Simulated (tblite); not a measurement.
C₃H₁₀NSi (doublet state).
Atom-mapped SMILES: `[CH3:1][C:2]([CH3:3])[NH:4][SiH3:5]` (hydrogens: H6, H7, H8 on C1; H9, H10, H11 on C3; H12 on N4; H13, H14, H15 on Si5)

Computed with GFN2-xTB (tblite), gas phase: L-BFGS steps from a force-field or distance-geometry start until the largest atomic force falls under 0.01 eV/Å.

At the end of the run (lengths in Å): C2–N4 1.378, Si5–H14 1.462, N4–Si5 1.729, C2–C3 1.485, Si5–H13 1.465, C3–H11 1.087, C1–H6 1.091, C1–C2–C3 120.9°, C3–C2–N4 118.8°, C2–N4–Si5 129.8°, C1–C2–N4 119.7°, C1–C2–N4–Si5 -164°, H9–C3–C2–C1 124°, H12–N4–Si5–H13 138°.

Task: These geometries were met on the way; a selection of coordinates is given. Order them by energy above the end point, lowest first.
A. C2–N4 1.482, Si5–H14 1.492, N4–Si5 1.701, C2–C3 1.498, Si5–H13 1.486, C3–H11 1.107, C1–H6 1.107, C1–C2–C3 117.8°, C3–C2–N4 122.2°, C2–N4–Si5 128.3°, C1–C2–N4 120.1°, C1–C2–N4–Si5 -143°, H9–C3–C2–C1 83°, H12–N4–Si5–H13 169°
B. C2–N4 1.379, Si5–H14 1.460, N4–Si5 1.735, C2–C3 1.485, Si5–H13 1.460, C3–H11 1.090, C1–H6 1.095, C1–C2–C3 119.7°, C3–C2–N4 119.2°, C2–N4–Si5 131.1°, C1–C2–N4 119.9°, C1–C2–N4–Si5 -144°, H9–C3–C2–C1 82°, H12–N4–Si5–H13 157°
C. C2–N4 1.381, Si5–H14 1.464, N4–Si5 1.740, C2–C3 1.485, Si5–H13 1.464, C3–H11 1.093, C1–H6 1.096, C1–C2–C3 118.1°, C3–C2–N4 121.9°, C2–N4–Si5 131.1°, C1–C2–N4 119.7°, C1–C2–N4–Si5 -143°, H9–C3–C2–C1 81°, H12–N4–Si5–H13 160°
D. C2–N4 1.379, Si5–H14 1.464, N4–Si5 1.738, C2–C3 1.482, Si5–H13 1.450, C3–H11 1.091, C1–H6 1.094, C1–C2–C3 116.9°, C3–C2–N4 122.0°, C2–N4–Si5 131.2°, C1–C2–N4 121.0°, C1–C2–N4–Si5 -143°, H9–C3–C2–C1 81°, H12–N4–Si5–H13 165°
E. C2–N4 1.409, Si5–H14 1.481, N4–Si5 1.755, C2–C3 1.509, Si5–H13 1.469, C3–H11 1.099, C1–H6 1.100, C1–C2–C3 115.9°, C3–C2–N4 123.5°, C2–N4–Si5 128.7°, C1–C2–N4 120.6°, C1–C2–N4–Si5 -143°, H9–C3–C2–C1 83°, H12–N4–Si5–H13 168°

Result: B (0.048 eV), C (0.079 eV), D (0.129 eV), E (0.212 eV), A (0.359 eV).

| step | E above end (eV) | rms distance from the end, all atoms (Å) | largest force (eV/Å) | rms shift of all bonds from the end (Å) |
| --- | --- | --- | --- | --- |
| 28 | 0.048 | 0.402 | 0.091 | 0.004 |
| 9 | 0.079 | 0.445 | 0.226 | 0.005 |
| 4 | 0.129 | 0.451 | 0.349 | 0.006 |
| 1 | 0.212 | 0.457 | 0.672 | 0.015 |
| 0 | 0.359 | 0.459 | 3.141 | 0.032 |

Rows stand in the order of the answer.
